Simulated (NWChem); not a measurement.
# Si2H6O; SMILES O[SiH2][SiH3]

```xyz
9

Si    -0.5636     0.6991     0.0030
O      0.7180     1.7721    -0.0610
Si     0.1806    -1.5333    -0.0132
H     -1.4117     0.9125     1.2220
H     -1.3916     0.9790    -1.2037
H      1.3734     1.6996     0.6387
H      1.0849    -1.7823     1.1550
H      0.9440    -1.8338    -1.2638
H     -0.9798    -2.4740     0.0829
```
Atoms are numbered in this order, from 1.

The geometry was optimised at PBE0/def2-SVP.

Question: List the 6 lowest vertical singlet excitations from B3LYP/6-31+G* (spherical d), full TDDFT (NWChem).

Answer: 
| state | energy (eV) | oscillator strength | leading excitation (squared amplitude) |
|---|---|---|---|
| S1 | 5.84 | 0.006 | HOMO → LUMO (0.98) |
| S2 | 6.85 | 0.010 | HOMO → LUMO+1 (0.90) |
| S3 | 7.04 | 0.008 | HOMO−1 → LUMO (0.95) |
| S4 | 7.17 | 0.342 | HOMO → LUMO+2 (0.86) |
| S5 | 7.35 | 0.024 | HOMO → LUMO+3 (0.93) |
| S6 | 7.69 | 0.022 | HOMO → LUMO+4 (0.92) |
